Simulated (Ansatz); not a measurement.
# Match the barriers

Saddle point of BH$_{5}$O$_{2}$F$_{2}$, singlet (BH₃O₂ ([OH][BH][OH]) + HF + HF → BH₂O₂F ([OH][B]([OH])[F]) + HF + H₂; bonds formed: B1–F6, H2–H7, H5–F8; bonds broken: B1–H2, H5–F6, H7–F8), PBE0-D4/def2-TZVP structure:

```
atom    x (Å)    y (Å)    z (Å)
  B1  -0.4063  -0.1216  -0.3166
  H2  -0.4270  -0.2599   1.0284
  O3  -0.2832  -1.3807  -0.8408
  O4  -1.4204   0.7082  -0.7335
  H5   1.5364   0.4289   0.4759
  F6   0.9972   0.6734  -0.4800
  H7   0.5031  -0.2143   1.3892
  F8   1.6197   0.0283   1.5600
  H9  -0.7515  -1.4703  -1.6740
 H10  -1.3679   1.6080  -0.4087
```

Computed with Ansatz 0.2.0 (basis: def2-TZVPP, with def2-QZVPP for the basis limit); correlated methods freeze the cores. Extrapolation: Hartree–Fock as exp(−7.88 √X), correlation as X^−2.97. Four methods, as single points on the PBE0-D4 structures, gave these electronic barriers from the start structure: 25.51, 29.92, 38.17, 51.81 kcal/mol.

Task: The methods were, in alphabetical order, BHLYP-D4, HF, PBE-D4, PBE0-D4. Which gave which? (A judgement: the text doesn't fix the answer.)

Result: Computed: PBE-D4 25.51; PBE0-D4 29.92; BHLYP-D4 38.17; HF 51.81 kcal/mol. For comparison, CCSD(T) at an estimated basis limit (MP2 extrapolated from triple and quadruple zeta, plus CCSD(T) − MP2 in triple zeta) gives 36.58 kcal/mol.

No T1 diagnostic of these runs exceeds 0.013.

Labels in which every atom is bracketed show which atoms are joined, not bond orders.

For scale, one of the runs: CCSD(T)/def2-TZVPP, 225 basis functions, launched by `ansatz run in.yaml --threads 4 --pin off --events-out ev --progress --plain --max-ram 9574MiB`. Time: 2.7 min of wall clock on 4 CPU threads of an Intel Xeon; the host was shared. Peak host memory: 4.2 GiB.
